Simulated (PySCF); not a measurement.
# From a computed spectrum to the compound

A species of 3 atoms with charge 0 has these harmonic modes (PBE0, small Gaussian bases with core potentials, PySCF 2.14.0):

| cm⁻¹ | km/mol | symmetry |
| --- | --- | --- |
| 148 | 28.5 | a' |
| 349 | 74.2 | a' |
| 888 | 228.1 | a' |

Task: Which species is it, and in which structure?

Result: YOCl (singlet):
```xyz
3

Y     0.3698    0.0000   -0.4124
O     1.9052    0.0000    0.5338
Cl   -1.8115    0.0000    0.8044
```
Ideal gas at 298.15 K and 1 bar: S = 294.2 J/(mol K), Cp = 50.0 J/(mol K), H − H(0 K) = 12.7 kJ/mol (rigid rotor, harmonic modes, spin degeneracy alone). 
 This is one of several that fit.
